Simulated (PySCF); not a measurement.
## Continuum solvent and chemical shifts

Atoms are numbered as in `[CH:1]#[C:2][C:3]1=[C:4]([N:5]=[CH2:6])[CH:7]=[CH:8][CH2:9]1` (H(Xn): hydrogen on atom n). Ha(C6) is cis to C4; Hb(C6) is trans to C4.

GIAO PBE0/pcSseg-1 in PySCF 2.14.0 with density-fitted response routines on one PBE0-D3(BJ)/def2-SVP conformer, non-relativistic, equivalent nuclei averaged. Solvents enter as an IEF-PCM continuum (chloroform with ε = 4.7, dimethylsulfoxide with ε = 46.8) around the gas-phase geometry. Shifts are referred to TMS computed in the same medium.

In chloroform, δ in ppm: C4 172.5, C6 166.1, C8 146.3, C7 141.5, C3 108.4, C1 90.8, C2 83.9, C9 49.3, Ha(C6) 7.93, Hb(C6) 7.68, H(C8) 6.86, H(C7) 6.82, H(C1) 3.54, H(C9) 3.38. Dipole moment 1.69 D.

(1) How does each δ change in the more polar medium?

(2) Which nuclei move most (in ppm), and what does the model miss?

Answers

(1) 
```tsv
atoms	environment	Δδ, dimethylsulfoxide
C4	fully substituted alkene carbon	+0.3
C6	C=N carbon	+2.0
C8	alkene CH	+1.7
C7	alkene CH	-0.3
C3	fully substituted alkene carbon	+0.4
C1	terminal alkyne carbon	+0.8
C2	alkyne carbon	+0.3
C9	allylic sp3 CH2	+0.6
Ha(C6)	hydrogen on a C=N carbon	+0.05
Hb(C6)	hydrogen on a C=N carbon	+0.07
H(C8)	hydrogen on an alkene CH	+0.13
H(C7)	hydrogen on an alkene CH	+0.02
H(C1)	hydrogen on a terminal alkyne carbon	+0.15
H(C9)	hydrogen on an allylic sp3 CH2	+0.08
```

Changes are relative to chloroform. The dipole moment becomes 1.87 D in dimethylsulfoxide.

(2) C6 (C=N carbon, +2.0 ppm) in dimethylsulfoxide. A continuum only polarises the solute; specific hydrogen bonds, the anisotropy of aromatic solvents and changes of geometry or conformer are outside it.
